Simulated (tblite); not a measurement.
C3H7OSSi (doublet state).
Bonds: O1–Si2, Si2–C3, C3–C4, C4–S5, S5–C6, C3–C6. Hydrogens: H7 on O1; H8 on Si2; H9 on C3; H10, H11 on C4; H12, H13 on C6.

The geometry is computed with GFN2-xTB (gas phase). This method treats the open shell by occupation alone, without spin polarisation.

(1) What internal coordinates does the optimisation give?

Answers

(1) 
```json
{"bond": "O1–Si2", "length (Å)": "1.636", "order": "single"}
{"bond": "Si2–C3", "length (Å)": "1.909", "order": "single"}
{"bond": "C3–C4, C3–C6", "length (Å)": "1.535", "order": "single"}
{"bond": "C4–S5, S5–C6", "length (Å)": "1.830", "order": "single"}
{"bond": "O1–H7", "length (Å)": "0.952", "order": "single"}
{"bond": "Si2–H8", "length (Å)": "1.454", "order": "single"}
{"bond": "C3–H9", "length (Å)": "1.094", "order": "single"}
{"bond": "C4–H10, C6–H13", "length (Å)": "1.089", "order": "single"}
{"bond": "C4–H11, C6–H12", "length (Å)": "1.089", "order": "single"}
```

Bonds in one row agree within 0.01 Å and their mean is given. Orders are formal, as drawn. A selection of angles:
```json
{"angle": "Si2–O1–H7", "degrees": "124.2"}
{"angle": "O1–Si2–C3", "degrees": "111.0"}
{"angle": "O1–Si2–H8", "degrees": "100.5"}
{"angle": "C3–Si2–H8", "degrees": "114.0"}
{"angle": "Si2–C3–C4", "degrees": "113.8"}
{"angle": "Si2–C3–H9", "degrees": "111.7"}
{"angle": "C4–C3–C6", "degrees": "96.4"}
{"angle": "C4–C3–H9", "degrees": "110.7"}
{"angle": "C6–C3–H9", "degrees": "110.5"}
{"angle": "C3–C4–S5", "degrees": "93.2"}
{"angle": "C3–C4–H10", "degrees": "115.3"}
{"angle": "C3–C4–H11", "degrees": "115.4"}
{"angle": "S5–C4–H10", "degrees": "111.4"}
{"angle": "S5–C4–H11", "degrees": "111.3"}
{"angle": "H10–C4–H11", "degrees": "109.5"}
{"angle": "C4–S5–C6", "degrees": "77.4"}
```

Torsions: O1–Si2–C3–C4 168° (antiperiplanar); Si2–C3–C4–S5 -118° (anticlinal); C3–C4–S5–C6 -1° (synperiplanar); C4–S5–C6–C3 1° (synperiplanar); Si2–C3–C6–S5 119° (anticlinal); H7–O1–Si2–C3 57° (synclinal). The mirror-image conformer, all signs reversed, is as good.

Si2 (silicon bonded to C, O and H) is pyramidal (angles 114.0°, 111.0° and 100.5°, sum 325.4°, 0.57 Å off the plane of its three neighbours). The 4-membered ring C3–C4–S5–C6 has internal angles of 77.4° to 96.4°; it is planar, 0.00 Å rms from its mean plane, widest ring torsion 1°.

Point group: C1 (no symmetry element, even within 0.4 Å). GFN2-xTB frequencies show an imaginary mode (44i cm⁻¹), so the point is no minimum at that level. Torsions: H–O1–Si2–C3 57°, O1–Si2–C3–C4 168°. 3 starts were optimised and ended at 0.00, 0.25 and 0.30 kcal/mol (GFN2-xTB); the lowest of these is shown.

Hardware: one thread of an Arm Neoverse V1, shared host with 32 logical CPUs at a one-minute load of 15. Cost: 0.58 s of wall time. This is the geometry optimisation.
